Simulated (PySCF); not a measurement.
## From computed data to an observable: dipole moment from atomic charges

(Z)-1-bromo-2-chloro-1,2-difluoroethene (C2BrClF2), SMILES F/C(Cl)=C(/Br)F. Atoms are numbered in the order given.

```xyz
6

F      1.1512     2.2554     0.0000
C      0.2942     1.2412     0.0000
Cl    -1.3557     1.6963     0.0000
C      0.7440    -0.0260     0.0000
F      2.0513    -0.2647     0.0000
Br    -0.3430    -1.5441     0.0000
```

The structure is a stationary point at TPSSh-D3(BJ)/def2-SVP.

Charges (e) from PySCF with ωB97X/def2-TZVP:

| atom | ESP fit | IAO |
|---|---|---|
| F1 | -0.083 | -0.241 |
| C2 | 0.127 | 0.212 |
| Cl3 | -0.025 | 0.035 |
| C4 | 0.050 | 0.145 |
| F5 | -0.076 | -0.240 |
| Br6 | 0.007 | 0.089 |

The dipole moment of the full density is 0.98 D.

Problem. What dipole moment does each set of point charges give, and which comes closer to that of the density?

Solution. 
μ = Σ q r, and 1 e Å = 4.8032 D.
ESP fit: Σ q r = (-0.145, -0.064, 0.000) e Å, |μ| = 0.76 D.
IAO: Σ q r = (-0.677, -0.299, 0.000) e Å, |μ| = 3.56 D.
ESP fit comes closer in size. Point charges leave out the atoms' own dipoles (lone pairs, polarised bonds); fits to the potential absorb them, partitions of the density don't.
